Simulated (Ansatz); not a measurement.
[AgF4]- (AgF₄⁻), 5 atoms. Hardware: 4 threads of Arm Neoverse V2 on a shared host.

In the def2 sets Ag takes a core potential; there is no spin–orbit coupling. Correlated methods freeze 4 core orbitals; core or outer-core shells of Ag are correlated, in sets that lack core-valence functions.

Task: How many basis functions does each of these Ansatz runs have, and roughly what does it cost? ωB97X-V/def2-TZVPD, charge -1 singlet, energy, from earlier orbitals; HSE06-D4/def2-TZVPD, charge -1 singlet, energy, from earlier orbitals; PBE-D4/def2-TZVPD, charge -1 triplet, energy, from earlier orbitals; LDA (SPW92)/def2-TZVPD, charge -1 singlet, energy, from earlier orbitals; PBE0-D4/def2-TZVPD, charge -1 singlet, energy and forces, from earlier orbitals; RPA@PBE/def2-TZVPD, charge -1 singlet, energy, from earlier orbitals; ωB97M-V/def2-TZVPD, charge -1 triplet, energy, from earlier orbitals; RPA@PBE/def2-TZVPD, charge -1 triplet, energy, from earlier orbitals; PBE-D4/def2-TZVPD, charge -1 unrestricted singlet, energy, from earlier orbitals; PBE-D4/def2-SVPD, charge -1 singlet, energy, from earlier orbitals; PBE0-D4/def2-SVP, charge 0 doublet at the geometry of the charge -1 singlet, energy with a search over starts; r2SCAN-D4/def2-TZVPD, charge -1 triplet, energy, from earlier orbitals.

Result: Other jobs shared the machine, so times can vary by a factor of up to 3. A dash marks memory too small to be measured apart from the calling script's.

```tsv
run	functions	fitting or Cholesky vectors	wall time	peak host memory (GiB)
LDA (SPW92)/def2-TZVPD, charge -1 singlet, energy, from earlier orbitals	200	1141	0.75 s	–
PBE-D4/def2-SVPD, charge -1 singlet, energy, from earlier orbitals	126	1020	0.8 s	–
HSE06-D4/def2-TZVPD, charge -1 singlet, energy, from earlier orbitals	200	1174	1.8 s	–
PBE-D4/def2-TZVPD, charge -1 unrestricted singlet, energy, from earlier orbitals	200	1141	2.1 s	–
PBE0-D4/def2-TZVPD, charge -1 singlet, energy and forces, from earlier orbitals	200	1174	2.5 s	–
PBE-D4/def2-TZVPD, charge -1 triplet, energy, from earlier orbitals	200	1141	3.5 s	–
RPA@PBE/def2-TZVPD, charge -1 singlet, energy, from earlier orbitals	200	1426	3.5 s	–
ωB97X-V/def2-TZVPD, charge -1 singlet, energy, from earlier orbitals	200	1146	4.7 s	0.55
PBE0-D4/def2-SVP, charge 0 doublet at the geometry of the charge -1 singlet, energy with a search over starts	87	843	5.5 s	–
RPA@PBE/def2-TZVPD, charge -1 triplet, energy, from earlier orbitals	200	1426	7 s	0.64
r2SCAN-D4/def2-TZVPD, charge -1 triplet, energy, from earlier orbitals	200	1141	13 s	0.56
ωB97M-V/def2-TZVPD, charge -1 triplet, energy, from earlier orbitals	200	1141	44 s	1.1
```
